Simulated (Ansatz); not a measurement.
acetone (C$_{3}$H$_{6}$O), singlet, geometry from GFN2-xTB; R2SCAN/STO-3G run with Ansatz (an electronic-structure program).

The Ansatz input:
Ansatz 0.2 input:
```yaml
crystal:
  periodic: [false, false, false]
  atoms:
    - {symbol: O, position_ang: [-0.00202356, 0.00502782, 1.40163302]}
    - {symbol: C, position_ang: [-0.00028613, 0.00071094, 0.19819253]}
    - {symbol: C, position_ang: [-0.00598572, 1.26596943, -0.62421820]}
    - {symbol: C, position_ang: [0.00777494, -1.27041500, -0.61510003]}
    - {symbol: H, position_ang: [0.00018810, 2.13672408, 0.02569315]}
    - {symbol: H, position_ang: [-0.00028442, -2.13648476, 0.04102096]}
    - {symbol: H, position_ang: [-0.89240581, 1.29081337, -1.25420279]}
    - {symbol: H, position_ang: [0.86770223, 1.28962202, -1.27163889]}
    - {symbol: H, position_ang: [0.89601009, -1.29976872, -1.24232811]}
    - {symbol: H, position_ang: [-0.86404026, -1.29872071, -1.26485435]}
basis:
  gaussian:
    orbitals: STO-3G
hamiltonian:
  xc: r2scan
accuracy: high
```

The log (banner, timings and long lists left out):

```
Functional definition: r2SCAN
534 factors; integrals over basis functions are off by at most 3.3e-8 eV
mean field evaluation 1: about -5184.7036 eV, gradient 2.3e1 eV
mean field evaluation 2: about -5177.0947 eV, gradient 6.0e1 eV
mean field evaluation 4: about -5186.1839 eV, gradient 8.9e-1 eV
mean field evaluation 8: about -5186.0807 eV, gradient 2.9e-3 eV
mean field evaluation 16: about -5186.0807 eV, gradient 1.0e-7 eV
mean field -5186.08066122 eV, -190.5849490481 hartree, gradient 6.4e-8 eV, S^2 0.000000; 0 other end points of the search recorded, 0 dependent functions left out
reference -5186.08066166 eV, -190.5849490642 hartree; 16, 16 occupied and 10, 10 virtual orbitals, 534 factors
Total energy: -5186.08066166 eV, -190.5849490642 hartree
```
